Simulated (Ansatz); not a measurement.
`BB(C)OC` + `OC[SiH2]Br` → `BOC[SiH2]Br` + `CBOC`  (cleavage of the B–B bond)

Gas-phase electronic energies from Ansatz, PBE0-D4/def2-TZVP geometries. CCSD(T)/CBS adds triple-zeta CCSD(T) − MP2 to the extrapolated MP2 energy (def2 sets, frozen cores). DFT in def2-TZVPP. B3LYP here is the variant with VWN-RPA as its local correlation; programs differ in this. For Br outer-core shells are correlated without core-valence functions, which leaves a few kJ/mol of doubt a bond. Scalar relativity is left out up to krypton. One conformer a species, not always the lowest.

`BB(C)OC`:

```xyz
13

B    -1.013    0.981   -0.784
B    -0.045   -0.303   -0.281
C    -0.068   -1.651   -1.099
O     0.764   -0.273    0.809
C     0.839    0.860    1.643
H    -2.169    1.079   -0.474
H    -0.618    1.816   -1.551
H    -0.972   -2.212   -0.834
H     0.795   -2.280   -0.864
H    -0.111   -1.498   -2.181
H     0.457    0.610    2.635
H     1.882    1.169    1.736
H     0.259    1.702    1.244
```

`OC[SiH2]Br`:

Cartesian coordinates in Å:
```
O -1.198 -0.481 -1.181
C -0.900 0.235 0.003
Si 0.830 -0.139 0.647
Br 2.218 0.251 -1.061
H -0.508 -0.296 -1.826
H -1.630 -0.077 0.756
H -1.026 1.319 -0.127
H 1.219 0.751 1.769
H 0.995 -1.563 1.021
```

`BOC[SiH2]Br`:

Z-matrix (Å, degrees):
```
C
O 1 1.417
Si 1 1.886 2 110.5
H 1 1.096 2 108.3 3 -119.4
H 1 1.096 2 111.1 3 122.3
B 2 1.344 1 121.9 3 -107.2
Br 3 2.219 1 108.2 2 61.7
H 3 1.480 1 111.3 2 -56.9
H 3 1.483 1 109.5 2 180.0
H 6 1.202 2 120.1 1 -3.8
H 6 1.195 2 116.5 1 177.2
```

`CBOC`:

Z-matrix (Å, degrees):
```
C
B 1 1.560
H 1 1.091 2 113.4
H 1 1.096 2 110.3 3 122.2
H 1 1.096 2 110.1 3 -121.9
O 2 1.348 1 119.6 3 0.7
H 2 1.208 1 122.0 3 -179.3
C 6 1.411 2 122.3 1 179.9
H 8 1.094 6 111.4 2 0.3
H 8 1.092 6 109.0 2 121.1
H 8 1.092 6 109.1 2 -120.5
```

```
             level  ΔE (eV)
            PBE-D4    -1.77
            B2PLYP    -1.92
             B3LYP    -1.89
     HF/def2-TZVPP    -1.94
SCS-MP2/def2-TZVPP    -1.93
   CCSD/def2-TZVPP    -1.87
    MP2/def2-QZVPP    -1.92
     MP2/CBS(def2)    -1.91
```

What does CCSD(T)/CBS give? (An estimate is asked.)

The calculation gave: -1.86 eV. The listed levels differ from it by 0.09, -0.06, -0.03, -0.08, -0.07, -0.01, -0.06, -0.05 eV.

Largest T1 diagnostic among the species: 0.013.
